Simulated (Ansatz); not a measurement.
# Ligand exchange through a proton shuttle

Start structure (Si2H10O2, singlet), relaxed at PBE0-D4/def2-TZVP:

```
14
angstrom
Si -0.7566 -0.6637 1.2509
H 0.3490 0.2828 1.5852
H -0.1576 -1.9951 0.9724
H -1.5662 -0.7929 2.4972
Si -2.0425 0.1470 -0.5286
H 1.5270 0.0640 -1.0072
O 0.7484 -0.3613 -1.4054
H 2.2641 0.8557 0.9401
O 2.7506 0.8932 0.1101
H -3.4362 0.3859 -0.0499
H -1.5126 1.4428 -1.0213
H -2.1142 -0.8408 -1.6339
H 1.0306 -1.2428 -1.6570
H 2.9163 1.8251 -0.0526
```

The step: Si₂H₆ ([SiH3][SiH3]) + H₂O + H₂O → Si₂H₆O ([OH][SiH2][SiH3]) + H₂O + H₂; bonds formed: Si1–O7, H2–H8, H6–O9; bonds broken: Si1–H2, H6–O7, H8–O9. Computed with Ansatz 0.2.0 (basis: def2-TZVPP and def2-QZVPP); correlated methods freeze the cores. Extrapolation: Hartree–Fock as exp(−7.88 √X), correlation as X^−2.97. Energies below are by CCSD(T) at an estimated basis limit (MP2 extrapolated from triple and quadruple zeta, plus CCSD(T) − MP2 in triple zeta).

(1) What are the electronic barrier and the energy of the step, from the start structure to the end structure? (Judge from chemistry; the value comes from the calculation.)

T1 diagnostic: at most 0.013.

## Answers

(1) Computed: Barrier 155.4 kJ/mol; step energy -44.8 kJ/mol (downhill); reverse barrier, their difference, 200.3 kJ/mol. Barrier and step energy count from the start structure, the reverse barrier from the end structure.

The saddle point: One imaginary mode of 1163i cm⁻¹.
```tsv
pair	start (Å)	saddle (Å)	end (Å)
Si1–O7	3.07	1.79	1.67
H2–H8	2.10	1.16	0.75
H6–O9	1.85	1.17	0.97
Si1–H2	1.49	1.73	3.84
H6–O7	0.97	1.23	1.89
H8–O9	0.96	1.11	2.59
```

Zero-point energy (harmonic, PBE0-D4): ZPE is 256.3 kJ/mol at the start and 247.4 kJ/mol at the saddle, so the barrier goes from 155.4 to 146.5 kJ/mol.

Labels in which every atom is bracketed show which atoms are joined, not bond orders.

For scale, one of the runs: CCSD(T)/def2-TZVPP, 286 basis functions, launched by `ansatz run in.yaml --threads 8 --pin off --events-out ev --progress --plain --max-ram 19148MiB`. Time: 120 s of wall clock on 8 CPU threads of an Arm Neoverse V2; the host was shared. Peak host memory: 8.4 GiB.
